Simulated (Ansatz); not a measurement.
Relaxation of AlCl$_{3}$H$_{2}$ (6 atoms, charge 0, multiplicity 1), to a largest force component of 0.03 eV/Å in at most 50 steps.

Computed with RKS B3LYP/cc-pVDZ (Ansatz).

```xyz
6
Properties=species:S:1:pos:R:3:forces:R:3
Al -0.001 0.235 0.060 0.01 0.04 1.11
Cl -0.003 0.489 2.239 -0.01 0.14 -0.99
Cl 1.831 0.205 -0.978 0.00 0.00 0.00
Cl -1.833 0.149 -0.974 0.00 0.00 0.00
H 0.080 -2.417 0.810 0.03 -1.18 -1.37
H 0.069 -1.927 1.338 -0.02 1.00 1.24
```

Q: Where does it end, and by what steps?

A: The forces met the threshold. The force dipped under the threshold on the way, but the program's further checks kept it going. After 6 steps the energy has fallen by 0.156 eV; H5 moved furthest, 0.35 Å.

| step | energy less start (eV) | largest force component (eV/Å) | accepted |
| --- | --- | --- | --- |
| 0 | 0.0000 | 1.366 | yes |
| 1 | -0.1182 | 0.497 | yes |
| 2 | -0.1307 | 0.488 | yes |
| 3 | -0.1516 | 0.127 | yes |
| 4 | -0.1531 | 0.055 | yes |
| 5 | -0.1552 | 0.013 | yes |
| 6 | -0.1557 | 0.006 | yes |

```xyz
6
Properties=species:S:1:pos:R:3
Al 0.007 0.176 0.209
Cl -0.003 0.820 2.223
Cl 1.832 0.052 -0.847
Cl -1.817 -0.033 -0.836
H 0.075 -2.246 0.506
H 0.050 -2.033 1.240
```

The run took 13 s on 2 threads of Intel(R) Xeon(R) CPU @ 2.60GHz (Ice Lake), on a shared host, peak memory 0.2 GiB.
